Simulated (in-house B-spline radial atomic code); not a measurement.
**Ionising Mo VII (Mo6+) with different functionals**

Computed with a B-spline radial code for spherical atoms: four-component Dirac-Coulomb Hamiltonian, Fermi nucleus of rms radius 4.4091 fm, spin-restricted, spherical fractional occupations for the functionals. The ionisation energy is the difference of two self-consistent energies, [Ar] 3d10 4s2 4p6 → [Ar] 3d10 4s2 4p5, without Breit or QED terms; ε is the level of the shell that loses the electron (mean over j). The electron is taken from both j subshells in proportion to 2j + 1, so the result is a j average, not the step between ground levels.

Hybrids are left out here: with spherical fractional occupations of an open shell their exact exchange keeps a self-interaction that integer-occupation calculations don't have.

```
           method  rung  ΔSCF (eV)  -ε(4p) (eV)
         LDA VWN5   LDA     126.79       117.31
 relativistic LDA   LDA     126.73       117.25
         LDA PW92   LDA     126.78       117.30
LDA exchange-only   LDA     124.92       115.45
              PBE   GGA     126.64       117.18
           PBEsol   GGA     126.62       117.16
             BLYP   GGA     126.43       116.96
             RPBE   GGA     126.62       117.17
             PW91   GGA     126.74       117.28
             BP86   GGA     126.75       117.28
             AM05   GGA     126.63       117.16
             OLYP   GGA     127.02       117.56
```

(1) How do they compare with the NIST value?

Results:

(1) NIST lists 125.64 eV ± 0.025 (semi-empirical, ground level to ground level). Errors run from -0.72 to +1.39 eV. The correlated functionals all miss on the same side by more than they spread, so the cause is common to them (Breit-QED terms, spin polarisation, the choice among j levels, multiplet and fine-structure energies, or a listed next ion that isn't the cheapest removal here) and closeness doesn't rank the functionals.
